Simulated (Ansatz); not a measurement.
`CS[AsH2]` + NH₃ → `N[AsH2]` + CH₃SH at 400 K and 1 bar (ligand exchange at the As–S bond).

Calculated with Ansatz (gas phase, PBE0-D4/def2-TZVP geometries, no zero-point term in ΔE). CCSD(T)/CBS is the MP2 limit (def2-TZVPP, def2-QZVPP) plus CCSD(T) − MP2 in def2-TZVPP, frozen cores. This one scheme is used for every species. For As outer-core shells are correlated without core-valence functions, which leaves a few kJ/mol of doubt a bond. Scalar relativity is left out up to krypton.

```tsv
species	CCSD(T)/CBS energy (Eh)	H − E (kJ/mol)	S (J/(mol·K))
`CS[AsH2]`	-2673.84263	169.5	350.7
NH₃	-56.50880	104.2	203.1
`N[AsH2]`	-2292.09958	128.5	285.0
CH₃SH	-438.22835	138.7	269.4
```

H − E and S are ideal-gas, rigid-rotor, harmonic terms from PBE0-D4/def2-TZVP, for one conformer and one mirror image of each species. 1 Eh = 2625.50 kJ/mol, R = 8.31446 J/(mol·K).

**Question.** By hand: ΔE, ΔH, ΔS and ΔG.

**Answer.** ΔE = (-2292.09958) + (-438.22835) − (-2673.84263) − (-56.50880) = 0.02350 Eh = 61.7 kJ/mol. Δ(H − E) = 128.5 + 138.7 − 169.5 − 104.2 = -6.5, so ΔH = 55.2 kJ/mol. ΔS = 285.0 + 269.4 − 350.7 − 203.1 = 0.6 J/(mol·K). ΔG = 55.2 − 400 × (0.6)/1000 = 55.0 kJ/mol.

**Question.** By hand: the equilibrium constant, and the temperature at which ΔG would vanish if ΔH and ΔS stayed fixed.

**Answer.** log₁₀ K = −ΔG/(RT ln 10) = -7.2. ΔG = 0 at ΔH/ΔS = 92000 K, far beyond where these terms or the molecules hold.

The number of gas molecules stays the same, so ΔS is small and ΔH decides. A doubt of 5 kJ/mol in ΔE shifts log₁₀ K by 0.7 here. Other conformers and mirror images would add mixing entropy, several J/(mol·K) or more a flexible species. Modes under 60 cm⁻¹, often nearly free rotors, make the harmonic entropy too high. These are equilibria of isolated gas molecules and say nothing of rates. Largest T1 diagnostic: 0.011 (customary marks: 0.02 for closed shells, 0.045 for open ones).
